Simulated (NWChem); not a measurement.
A series in which one site is exchanged, each optimised at PBE0/def2-SVP with NWChem, gas phase unless a solvent is named. For some, no frequency run checked for a minimum. def2 effective core potentials on Cd; no spin-orbit coupling.

A: [MgH][SH] (MgH$_{2}$S; site = Mg)
B: [SH][CdH] (CdH₂S; site = Cd)
C: SS (H₂S₂; site = S)
D: [BeH][SH] (BeH₂S; site = Be)

### Question
Rank them by static polarisability, PBE/def2-SVPD (bohr³), lowest first.

### Answer
D (41.1), C (45.6), A (56.2), B (58.4)
